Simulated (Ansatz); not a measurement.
Ansatz (a first-principles code) input (BLYP/def2-TZVPD):

Ansatz 0.2 input:
```yaml
crystal:
  periodic: [false, false, false]
  atoms:
    - {symbol: C, position_ang: [-2.87281460, -0.24967116, -0.46249685]}
    - {symbol: C, position_ang: [-1.48500072, -0.61089969, -0.84405260]}
    - {symbol: C, position_ang: [-0.41870022, 0.02991169, 0.04525011]}
    - {symbol: C, position_ang: [0.99501821, -0.33655595, -0.37866661]}
    - {symbol: C, position_ang: [2.08591135, 0.27881194, 0.45366965]}
    - {symbol: O, position_ang: [1.90952326, 1.01766748, 1.38730128]}
    - {symbol: H, position_ang: [-3.71605902, -0.81602310, -0.83280657]}
    - {symbol: H, position_ang: [-3.07494619, 0.64977762, 0.10355227]}
    - {symbol: H, position_ang: [-1.36898425, -1.70223831, -0.83793322]}
    - {symbol: H, position_ang: [-1.29563464, -0.31794160, -1.89100364]}
    - {symbol: H, position_ang: [-0.57498051, -0.27029333, 1.08349122]}
    - {symbol: H, position_ang: [-0.52997570, 1.11671049, 0.02796772]}
    - {symbol: H, position_ang: [1.15187898, -1.42328269, -0.35768559]}
    - {symbol: H, position_ang: [1.18893357, -0.04936920, -1.42091984]}
    - {symbol: H, position_ang: [3.11709739, 0.00173924, 0.14470502]}
basis:
  gaussian:
    orbitals: def2-TZVPD
hamiltonian:
  xc: {name: BLYP}
magnetization: {spin_polarized: true, initial_magnetization: 1}
output: {forces: true}
```

End of the output:

```
integrals: 0.25 GiB planned
1513 factors; their error is unknown
0.45 GiB of the device are held for the grids
1.78 GiB of device memory are held for the factors and their scratch space
mean field: 2.28 GiB planned
mean field evaluation 1: about -7357.6477 eV, gradient 6.4e1 eV
mean field evaluation 2: about -7301.0187 eV, gradient 1.2e2 eV
mean field evaluation 4: about -7375.3144 eV, gradient 2.0e1 eV
mean field evaluation 8: about -7376.6869 eV, gradient 3.2e-1 eV
mean field evaluation 16: about -7376.6138 eV, gradient 9.2e-3 eV
mean field -7376.61377485 eV, -271.0855561773 hartree, gradient 4.0e-5 eV, S^2 0.753202; 0 other end points of the search recorded, 0 dependent functions left out
the calculation of the forces begins
reference -7376.61421885 eV, -271.0855724940 hartree; 24, 23 occupied and 282, 283 virtual orbitals, 1513 factors
Total energy: -7376.61421885 eV, -271.0855724940 hartree
Atom 0 at    -2.872815    -0.249671    -0.462497 Å, force    -0.033402    -0.024079    -0.015769 eV/Å
Atom 1 at    -1.485001    -0.610900    -0.844053 Å, force    -0.137318     0.005154     0.045886 eV/Å
Atom 2 at    -0.418700     0.029912     0.045250 Å, force     0.001944     0.019173     0.012943 eV/Å
Atom 3 at     0.995018    -0.336556    -0.378667 Å, force     0.006108    -0.013233    -0.011597 eV/Å
Atom 4 at     2.085911     0.278812     0.453670 Å, force     0.168766    -0.441943    -0.557370 eV/Å
Atom 5 at     1.909523     1.017667     1.387301 Å, force    -0.116899     0.691880     0.875723 eV/Å
Atom 6 at    -3.716059    -0.816023    -0.832807 Å, force    -0.193661    -0.117231    -0.069783 eV/Å
Atom 7 at    -3.074946     0.649778     0.103552 Å, force    -0.064626     0.188179     0.120759 eV/Å
Atom 8 at    -1.368984    -1.702238    -0.837933 Å, force     0.017881    -0.239222    -0.031525 eV/Å
Atom 9 at    -1.295635    -0.317942    -1.891004 Å, force     0.043320     0.043260    -0.244501 eV/Å
Atom 10 at    -0.574981    -0.270293     1.083491 Å, force    -0.040961    -0.055472     0.215547 eV/Å
Atom 11 at    -0.529976     1.116710     0.027968 Å, force    -0.030676     0.223849     0.005594 eV/Å
Atom 12 at     1.151879    -1.423283    -0.357686 Å, force     0.051003    -0.233305    -0.020010 eV/Å
Atom 13 at     1.188934    -0.049369    -1.420920 Å, force     0.057524     0.038410    -0.229897 eV/Å
Atom 14 at     3.117097     0.001739     0.144705 Å, force     0.270998    -0.085419    -0.096000 eV/Å
Dipole moment:    -0.023940    -0.340040    -0.459077 e Å
```

It need not be the lowest isomer of its formula.
